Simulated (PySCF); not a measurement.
Compound: C3H11GeNOSi.
Cartesian coordinates in Å at the PBE0-D3(BJ)/def2-SVP level; atoms count from 1:
```xyz
18
C3H11GeNOSi angstrom
C     -3.4248    0.9082   -0.1539
C     -2.5992   -0.3529   -0.0896
O     -2.9986   -1.3857    0.4145
N     -1.3420   -0.2962   -0.6278
Si    -0.3297   -1.7508   -0.5337
C      1.3122   -1.2697   -1.3071
Ge     2.1522    0.3227   -0.5369
H     -2.9257    1.7230    0.3933
H     -3.5546    1.2357   -1.1968
H     -4.4062    0.7165    0.2940
H     -1.0293    0.5722   -1.0471
H     -0.9591   -2.8733   -1.2852
H     -0.1202   -2.1389    0.8895
H      2.0143   -2.1117   -1.1844
H      1.1927   -1.1125   -2.3920
H      2.2561    0.1869    0.9931
H      1.2987    1.5691   -0.8597
H      3.5585    0.5364   -1.1291
```

Level: CAM-B3LYP/def2-SVPD in PySCF, non-relativistic, on one gas-phase PBE0-D3(BJ)/def2-SVP geometry that isn't relaxed in the solvent. The solvent is an IEF-PCM continuum (Bondi radii, 1.10 Å for H, scaled by 1.2), and excitations are vertical TDDFT with non-equilibrium linear response and a frozen core. Only the electrostatic response of the medium enters. Spin–orbit coupling is left out although an atom past zinc is present.

Gas-phase singlets (H = HOMO, L = LUMO):

```csv
state,E (eV),λ (nm),f,leading configurations
S1,5.642,220,0.001,"H→L+2 70%, H→L+1 10%"
S2,7.074,175,0.002,"H-1→L 68%, H-1→L+3 18%"
S3,7.133,174,0.022,"H-1→L+2 33%, H→L 29%"
S4,7.236,171,0.204,"H-1→L+2 36%, H→L 31%"
S5,7.705,161,0.009,"H-1→L+1 50%, H-1→L+2 14%"
```

Question: Give the list for acetonitrile (ε = 35.69), n² = 1.81.

Answer: 
```json
{"state": "S1", "E (eV)": "5.877", "λ (nm)": "211", "f": "0.001", "leading configurations": "H→L+1 62%, H→L+2 11%", "change by rank (eV)": "+0.235"}
{"state": "S2", "E (eV)": "7.121", "λ (nm)": "174", "f": "0.237", "leading configurations": "H-1→L+1 65%, H→L+1 13%", "change by rank (eV)": "+0.047"}
{"state": "S3", "E (eV)": "7.364", "λ (nm)": "168", "f": "0.002", "leading configurations": "H-1→L 54%, H-1→L+3 21%", "change by rank (eV)": "+0.231"}
{"state": "S4", "E (eV)": "7.494", "λ (nm)": "165", "f": "0.120", "leading configurations": "H→L 40%, H→L+3 36%", "change by rank (eV)": "+0.258"}
{"state": "S5", "E (eV)": "7.848", "λ (nm)": "158", "f": "0.012", "leading configurations": "H-1→L+2 41%, H→L+2 15%", "change by rank (eV)": "+0.143"}
```

Question: How do the frontier levels move from gas to acetonitrile?

Answer: 
```tsv
orbital	gas (eV)	solvent (eV)	change (eV)	Löwdin shares, gas	Löwdin shares, solvent
LUMO+2	1.28	1.41	+0.13	C2 23 %, O3 18 %, Ge7 9 %, N4 8 %	Si5 17 %, Ge7 15 %, C6 12 %, H14 8 %
LUMO+1	1.10	1.29	+0.19	Ge7 17 %, Si5 14 %, C6 13 %, H14 8 %	C2 26 %, O3 19 %, N4 9 %, Si5 9 %
LUMO	0.64	0.97	+0.33	Ge7 36 %, H17 9 %, H11 8 %, Si5 7 %	Ge7 36 %, Si5 10 %, H18 8 %, H17 7 %
HOMO	-9.07	-9.28	-0.21	O3 67 %, C2 9 %, C1 9 %, N4 6 %	O3 56 %, N4 11 %, C2 9 %, C1 8 %
HOMO-1	-9.28	-9.29	-0.01	N4 44 %, O3 24 %, Si5 9 %, C2 8 %	N4 40 %, O3 28 %, C2 8 %, Si5 8 %
HOMO-2	-10.08	-9.87	+0.21	C6 32 %, Ge7 19 %, Si5 16 %, H18 11 %	C6 33 %, Ge7 19 %, Si5 14 %, H18 11 %
HOMO-3	-10.59	-10.35	+0.24	C6 22 %, Ge7 18 %, Si5 12 %, H16 9 %	Ge7 24 %, C6 24 %, H16 10 %, H18 8 %
```

The HOMO–LUMO gap goes from 9.71 to 10.25 eV. Rows go by rank; for LUMO+1 and LUMO+2 the atom shares or the degeneracy differ between the runs, so the row needn't follow one orbital.
